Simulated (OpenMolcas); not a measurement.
Ir⁷⁺: effect of correlating more closed shells

```
Program             : OpenMolcas 26.06
Basis               : ANO-RCC-VTZP [8s7p5d3f1g]
Scalar Hamiltonian  : DKH2, point nucleus
Active space        : 2 electrons in 5 orbitals (5d)
State averaging     : 2S+1 = 3 even, 10 roots; 2S+1 = 1 even, 15 roots
Spin-orbit coupling : RASSI with atomic mean-field integrals over the reference wave functions, term energies averaged over their components
```

Methods on the same reference wave functions:
A. CASSCF
B. SS-CASPT2, IPEA 0.25 Eh, imaginary shift 0.1 Eh (closed shells correlated: none)
C. SS-CASPT2, IPEA 0.25 Eh, imaginary shift 0.1 Eh (closed shells correlated: 5s 5p)
D. SS-CASPT2, IPEA 0.25 Eh, imaginary shift 0.1 Eh (closed shells correlated: 4f 5s 5p)

Energies in cm⁻¹ above 5d² ³F₂, the measured ground level; measured values from van het Hof, Joshi, Wyart and Sugar, J. Res. Natl. Inst. Stand. Technol. 100, 687 (1995).

| Level | A | B | C | D | Measured |
| --- | --- | --- | --- | --- | --- |
| 5d² ³F₂ | 0.0 | 0.0 | 0.0 | 0.0 | 0.0 |
| 5d² ³F₃ | 12736 | 13010 | 13090 | 13090 | 12672 |
| 5d² ³P₀ | 19726 | 18220 | 17850 | 17850 | 17254 |
| 5d² ³F₄ | 22385 | 22460 | 22300 | 22310 | 21615 |
| 5d² ³P₁ | 27691 | 26790 | 26250 | 26230 | 25221 |
| 5d² ¹G₄ | 38921 | 38270 | 37400 | 37440 | 36253 |
| 5d² ³P₂ [55 %] | 41777 | 40480 | 39980 | 39980 |  |
| 5d² ¹S₀ | 71762 | 65660 | 66490 | 66580 | 65022 |

Deviations, from unrounded energies. A percentage is the sum of absolute deviations over the sum of measured energies, with the sign that they share, or ± where signs differ.

```tsv
Against measurement	Levels	A	B	C	D
mean absolute deviation (cm-1)	6	2500	1100	890	910
fine structure of the ground term (%)	2	+2.4	+3.5	+3.2	+3.2
other terms of the ground configuration (%)	4	+10.0	+3.6	+3.0	+3.0
```

C, D lie about equally close to measurement and A furthest from it. The largest miss of C in the table is 5d² ¹S₀, by +1500 cm-1. The ranking rests on the paired levels alone, and a cruder setting can come out closer through cancelling errors.

Among B to D the level of the table that moves most is 5d² ¹S₀, by 930 cm-1 (lowest in B, highest in D). Moves below CASPT2's spread within the term are not significant.

The mean deviations of B to D differ by less than CASPT2's widest spread within a term (500 cm-1), so their order carries little weight.

From A to B the spin-free energies of the other terms of 5d² shown, above ³F, scale by factors of 0.86 to 0.94, as is usual when dynamic correlation screens the repulsion within a d or f shell.

The lowest spin-free term lies below A's lowest term by 0.004 hartree in B, 0.209 hartree in C, 0.391 hartree in D.

What an inner shell adds also hangs on whether the basis holds functions to correlate it.

CASPT2 does not keep the components of a term degenerate, so their means are used; among the terms shown or strongly mixed into the levels shown the widest spread is 500 cm-1 (5d² ³F, D). Without dynamic correlation excited terms often stand tens of per cent too high (terms of higher spin than the ground term too low), and those without a measured partner can miss by more than the paired ones (holds for A). Computed and measured levels are paired by configuration, term and J; levels that our copy of the source lacks, or whose pairing is in doubt (as where it misses far off the trend of its configuration), stay unpaired and out of the deviations. Levels of configurations outside the active space are missing. Levels that lie high or do not pair safely by name in every column are left out.

A share in square brackets marks a mixed level and gives the weight of the term that names it, the lowest over the columns.
